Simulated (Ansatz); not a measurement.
Gas-phase reaction in SMILES: [Br][Sb][Br] -> [Br][Sb][Br] as singlet, charge +1 + e-
Each molecule is optimised on its own at B3LYP-D3(BJ)/def2-TZVP (Ansatz, an electronic-structure program).

Property: adiabatic ionisation energy (electronic energy difference), in eV. Cores are frozen in the correlated levels unless marked. Open shells are spin-unrestricted. No spin-orbit coupling. The frozen core is the preceding noble-gas configuration, with the filled d and f shells of earlier blocks. In def2 rows, elements after Kr have scalar-relativistic effective core potentials. CBS(X,Y): correlation extrapolated as X^-3; Hartree-Fock from the larger set. The bracket is a focal-point correction in the basis named.

```
level                                                                 program  adiabatic ionisation energy (eV)
-------------------------------------------------------------  --------------  --------------------------------
PBE0-D4/def2-TZVP                                              Ansatz + dftd4                              8.12
CAM-B3LYP-D4/def2-TZVPD                                        Ansatz + dftd4                                 ?
B2PLYP-D3(BJ)/def2-TZVPD                                       Ansatz + dftd3                                 ?
RI-MP2/CBS(def2-TZVPPD,def2-QZVPPD)+[CCSD(T)-MP2]/def2-TZVPPD          Ansatz                              8.12
```

Question: Some entries are withheld; supply them.

Answer: 
- CAM-B3LYP-D4/def2-TZVPD, adiabatic ionisation energy (eV): 8.26
- B2PLYP-D3(BJ)/def2-TZVPD, adiabatic ionisation energy (eV): 8.03
